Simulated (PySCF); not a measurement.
**Se²⁴⁺ (selenium, charge +24): Hartree-Fock from Schrödinger to Dirac-Coulomb-Breit**

Occupied: 1s1/2, 2s1/2, 2p1/2, 2p3/2. Hartree-Fock calculated with PySCF 2.14 in an even-tempered Gaussian basis (17 s from 2.3 bohr⁻², ratio 2.7; 12 p from 2.8 bohr⁻², ratio 2.7), Gaussian nucleus throughout. NR is non-relativistic, sf-X2C the spin-free one-electron X2C Hamiltonian, X2C adds the bare one-electron spin-orbit term, X2C-SNSO screens it by Boettger's factors, DC is four-component Dirac-Coulomb, and the Gaunt and Breit terms are added at first order (total energies over the DC spinors, levels after relaxing the spinors in that mean field). QED terms are absent. Levels marked empty are virtual spinors of this ion.

```tsv
Hamiltonian	E (hartree)
NR	-2029.3799
sf-X2C	-2056.0736
X2C	-2056.1937
X2C-SNSO	-2056.1798
DC	-2056.5653
DC+Gaunt	-2055.4211
DC+Breit	-2055.5185
```

```csv
level (eV),NR,sf-X2C,X2C,X2C-SNSO,DC,DC+Gaunt,DC+Breit
1s1/2,-13660.0,-13863.4,-13863.1,-13863.1,-13870.6,-13851.6,-13852.8
2s1/2,-2702.4,-2754.1,-2754.0,-2754.0,-2754.8,-2753.1,-2753.2
2p1/2,-2540.3,-2555.7,-2587.5,-2585.5,-2585.8,-2582.8,-2583.1
2p3/2,-2540.3,-2555.7,-2540.5,-2541.4,-2541.9,-2539.8,-2540.2
3s1/2 (empty),-1020.6,-1035.0,-1035.0,-1035.0,-1035.1,-1034.7,-1034.8
3p1/2 (empty),-970.77,-976.52,-983.80,-983.36,-983.41,-982.71,-982.81
3p3/2 (empty),-970.77,-976.52,-973.05,-973.25,-973.35,-972.87,-972.97
```

**Question.** How large are the two-electron picture-change error of X2C and the Breit correction in the total energy?

**Answer.** X2C-1e lies 0.3715 hartree above Dirac-Coulomb; Gaunt adds 1.1442 and the full Breit term 1.0468 hartree.

```csv
interval (eV),X2C,X2C-SNSO,DC,DC+Gaunt,DC+Breit
2p3/2 − 2p1/2,46.93,44.12,43.82,42.96,42.96
3p3/2 − 3p1/2,10.75,10.11,10.06,9.842,9.842
```

Weight of the small component: 1s1/2 0.0152, 2s1/2 0.00311, 2p1/2 0.00306, 2p3/2 0.00300, 3s1/2 0.00109, 3p1/2 0.00106, 3p3/2 0.00105.

Koopmans' value for the highest occupied level at DC+Breit: 2540.2 eV, against an ionisation energy of 2540.7 ± 1.4 eV (semi-empirical (NIST evaluation); NIST Atomic Spectra Database, ionization energies); the former lacks relaxation, correlation, QED and recoil.

The whole ladder took 49 s of wall time on 1 thread of Neoverse-V2 (shared host), launched as `OMP_NUM_THREADS=1 python relrun2.py TASK.json OUT` (a driver that calls PySCF for each Hamiltonian).
